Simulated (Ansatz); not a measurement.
## Nudged elastic band run: FH$_{4}$NSn

Input file:

```yaml
crystal:
  periodic: [false, false, false]
  atoms:
    - { symbol: Sn, position_ang: [-0.680508, -0.014751, 0.326299] }
    - { symbol: F, position_ang: [-0.09423, 0.866431, 1.972896] }
    - { symbol: "N", position_ang: [0.878877, -0.224003, -0.941554] }
    - { symbol: H, position_ang: [1.642627, -0.785602, -0.575583] }
    - { symbol: H, position_ang: [-1.816647, 1.055292, -0.354441] }
    - { symbol: H, position_ang: [-1.205535, -1.552258, 0.834569] }
    - { symbol: H, position_ang: [1.275318, 0.65489, -1.262286] }
basis:
  gaussian: { orbitals: def2-mTZVP }
hamiltonian:
  xc: r2scan
neb:
  order_check: false
  images: 9
  f_tol: 0.05
  max_iterations: 60
  spring: 20.0
  final_atoms:
    - { symbol: Sn, position_ang: [-1.13430389, 0.04027334, -0.24999433] }
    - { symbol: F, position_ang: [1.86605908, -0.64320388, 1.56921865] }
    - { symbol: "N", position_ang: [0.74386623, 0.30209203, -0.51431897] }
    - { symbol: H, position_ang: [1.5881791, -0.24572877, 0.72068946] }
    - { symbol: H, position_ang: [-2.4042343, 0.5098905, -1.30605032] }
    - { symbol: H, position_ang: [-1.63673556, -0.74451549, 1.16767346] }
    - { symbol: H, position_ang: [0.97707135, 0.78119127, -1.38731796] }
  initial_path:
    images:
      - { positions_ang: [[-0.680508, -0.014751, 0.326299], [-0.09423, 0.866431, 1.972896], [0.878877, -0.224003, -0.941554], [1.642627, -0.785602, -0.575583], [-1.816647, 1.055292, -0.354441], [-1.205535, -1.552258, 0.834569], [1.275318, 0.65489, -1.262286]] }
      - { positions_ang: [[-0.70978653, -0.03935812, 0.23789435], [0.07690012, 0.78331223, 1.87500549], [0.90280331, -0.23814008, -0.90961318], [1.57483422, -0.59802131, -0.37138209], [-1.87264453, 1.0607814, -0.30533562], [-1.25291009, -1.55027554, 0.79402232], [1.2807055, 0.58170042, -1.32069126]] }
      - { positions_ang: [[-0.73906505, -0.06396523, 0.14948969], [0.24803024, 0.70019345, 1.77711498], [0.92672961, -0.25227717, -0.87767236], [1.50704144, -0.41044063, -0.16718118], [-1.92864206, 1.06627081, -0.25623024], [-1.30028519, -1.54829308, 0.75347564], [1.28609301, 0.50851085, -1.37909652]] }
      - { positions_ang: [[-0.76834358, -0.08857235, 0.06108504], [0.41916036, 0.61707468, 1.67922447], [0.95065592, -0.26641425, -0.84573154], [1.43924866, -0.22285994, 0.03701972], [-1.9846396, 1.07176021, -0.20712487], [-1.34766028, -1.54631062, 0.71292895], [1.29148051, 0.43532127, -1.43750178]] }
      - { positions_ang: [[-0.7976221, -0.11317947, -0.02731961], [0.59029048, 0.53395591, 1.58133396], [0.97458222, -0.28055134, -0.81379072], [1.37145588, -0.03527925, 0.24122063], [-2.04063713, 1.07724962, -0.15801949], [-1.39503537, -1.54432816, 0.67238227], [1.29686802, 0.3621317, -1.49590703]] }
      - { positions_ang: [[-0.82690063, -0.13778658, -0.11572427], [0.7614206, 0.45083713, 1.48344345], [0.99850853, -0.29468842, -0.78184991], [1.30366311, 0.15230143, 0.44542154], [-2.09663466, 1.08273902, -0.10891411], [-1.44241046, -1.5423457, 0.63183559], [1.30225552, 0.28894212, -1.55431229]] }
      - { positions_ang: [[-0.88838128, -0.1021746, -0.14257828], [0.98234829, 0.23202893, 1.50059849], [0.94758007, -0.17533233, -0.72834372], [1.3605663, 0.07269539, 0.50047512], [-2.15815459, 0.96816931, -0.34834135], [-1.48127548, -1.38277966, 0.73900316], [1.23721869, 0.38739195, -1.52091343]] }
      - { positions_ang: [[-0.94986193, -0.06656261, -0.16943229], [1.20327599, 0.01322073, 1.51775353], [0.89665161, -0.05597624, -0.67483753], [1.4174695, -0.00691065, 0.55552871], [-2.21967451, 0.85359961, -0.58776859], [-1.5201405, -1.22321362, 0.84617074], [1.17218185, 0.48584178, -1.48751456]] }
      - { positions_ang: [[-1.01134258, -0.03095063, -0.1962863], [1.42420368, -0.20558747, 1.53490857], [0.84572315, 0.06337985, -0.62133134], [1.4743727, -0.08651669, 0.61058229], [-2.28119444, 0.73902991, -0.82719583], [-1.55900552, -1.06364757, 0.95333831], [1.10714502, 0.58429161, -1.45411569]] }
      - { positions_ang: [[-1.07282324, 0.00466135, -0.22314031], [1.64513138, -0.42439567, 1.55206361], [0.79479469, 0.18273594, -0.56782516], [1.5312759, -0.16612273, 0.66563587], [-2.34271437, 0.6244602, -1.06662307], [-1.59787054, -0.90408153, 1.06050589], [1.04210818, 0.68274144, -1.42071682]] }
      - { positions_ang: [[-1.13430389, 0.04027334, -0.24999433], [1.86605908, -0.64320388, 1.56921865], [0.74386623, 0.30209203, -0.51431897], [1.5881791, -0.24572877, 0.72068946], [-2.4042343, 0.5098905, -1.30605032], [-1.63673556, -0.74451549, 1.16767346], [0.97707135, 0.78119127, -1.38731796]] }
```

Run as:

```bash
$ ansatz run input.yaml --threads 2 --pin off --max-ram 3072MiB --backend cpu --events-out ev --progress --plain --runs-dir out
```

Output, in part (warnings, iteration lines, the closing report on the highest movable image, with atoms numbered from 0):

```
NEB end point (image 0): max|allowed force component| = 2.291e-2 eV/Å (the criterion of neb.relax_end_points is 1.000e-2)
NEB end point (image 10): max|allowed force component| = 1.508e-2 eV/Å (the criterion of neb.relax_end_points is 1.000e-2)
NEB iter   1: max|band force component| = 4.415e0 eV/Å  barrier→ = 3.0001 eV  barrier← = 0.5105 eV  Δτ_max = 0.2000 Å  (309 SCF iters)
NEB iter   2: max|band force component| = 1.797e0 eV/Å  barrier→ = 2.6102 eV  barrier← = 0.1206 eV  Δτ_max = 0.1994 Å  (288 SCF iters)
NEB iter   3: max|band force component| = 2.253e0 eV/Å  barrier→ = 2.5811 eV  barrier← = 0.0915 eV  Δτ_max = 0.0983 Å  (276 SCF iters)
NEB iter   4: max|band force component| = 1.555e0 eV/Å  barrier→ = 2.5720 eV  barrier← = 0.0823 eV  Δτ_max = 0.0815 Å  (266 SCF iters)
NEB iter   5: max|band force component| = 8.296e-1 eV/Å  barrier→ = 2.5616 eV  barrier← = 0.0719 eV  Δτ_max = 0.0500 Å  (270 SCF iters)
NEB iter   6: max|band force component| = 4.146e-1 eV/Å  barrier→ = 2.5661 eV  barrier← = 0.0764 eV  CI = image 6  Δτ_max = 0.0996 Å  (265 SCF iters)
NEB iter   7: max|band force component| = 2.967e-1 eV/Å  barrier→ = 2.5902 eV  barrier← = 0.1006 eV  CI = image 6  Δτ_max = 0.0997 Å  (276 SCF iters)
NEB iter   8: max|band force component| = 1.900e-1 eV/Å  barrier→ = 2.5798 eV  barrier← = 0.0902 eV  CI = image 6  Δτ_max = 0.0335 Å  (263 SCF iters)
NEB iter   9: max|band force component| = 1.458e-1 eV/Å  barrier→ = 2.5796 eV  barrier← = 0.0899 eV  CI = image 6  Δτ_max = 0.0275 Å  (261 SCF iters)
NEB iter  10: max|band force component| = 7.227e-2 eV/Å  barrier→ = 2.5788 eV  barrier← = 0.0891 eV  CI = image 6  Δτ_max = 0.0073 Å  (258 SCF iters)
NEB iter  11: max|band force component| = 2.643e-2 eV/Å  barrier→ = 2.5786 eV  barrier← = 0.0890 eV  CI = image 6  Δτ_max = 0.0000 Å  (495 SCF iters)
Total energy: -10103.23817571 eV, -371.2871547365 hartree
Atom 0 at    -0.889286    -0.109080    -0.147421 Å, force     0.001382    -0.001160     0.002281 eV/Å
Atom 1 at     1.105612     0.088780     1.607917 Å, force     0.004983     0.005681    -0.007652 eV/Å
Atom 2 at     0.922571    -0.171802    -0.833112 Å, force    -0.001561    -0.009780     0.009938 eV/Å
Atom 3 at     1.363071    -0.003627     0.617276 Å, force    -0.007026    -0.004802    -0.002407 eV/Å
Atom 4 at    -2.151899     0.977186    -0.602754 Å, force     0.001520    -0.001648    -0.000205 eV/Å
Atom 5 at    -1.439488    -1.329657     0.899174 Å, force     0.000012     0.002219    -0.003595 eV/Å
Atom 6 at     1.089322     0.548199    -1.541180 Å, force     0.000690     0.009489     0.001640 eV/Å
Dipole moment:    -0.735106     0.169707    -0.390534 e Å
```

It converged. Neighbouring images differ by up to 1.2 eV, so the band resolves the path poorly. Another band between the same ends (9 images) ends at a top of the same energy, where a vibrational analysis finds 1 clearly imaginary mode. The orbitals stay closed-shell, which can raise the energy where a bond breaks towards radicals; this wasn't checked here.

Final band (atoms are numbered from 1 in the order of the input):

```
image  path coordinate (Å)  energy (kJ/mol)  Sn1–F2 (Å)  N3–H4 (Å)  F2–H4 (Å)
    0                 0.00              0.0        1.96       1.02       3.50
    1                 0.45              2.0        1.96       1.02       3.24
    2                 0.90              7.8        1.95       1.02       2.84
    3                 1.35             28.1        1.97       1.02       2.33
    4                 1.80             80.9        2.05       1.04       1.84
    5                 2.25            197.1        2.35       1.16       1.41
    6                 2.69            248.8        2.66       1.53       1.03
    7                 3.15            246.0        3.01       1.60       0.99
    8                 3.60            242.7        3.28       1.60       0.98
    9                 4.05            240.8        3.48       1.60       0.98
   10                 4.50            240.2        3.57       1.59       0.98
```

Run time: 3.3 min on 2 threads of Arm Neoverse V2 (shared host), peak memory 0.17 GiB.
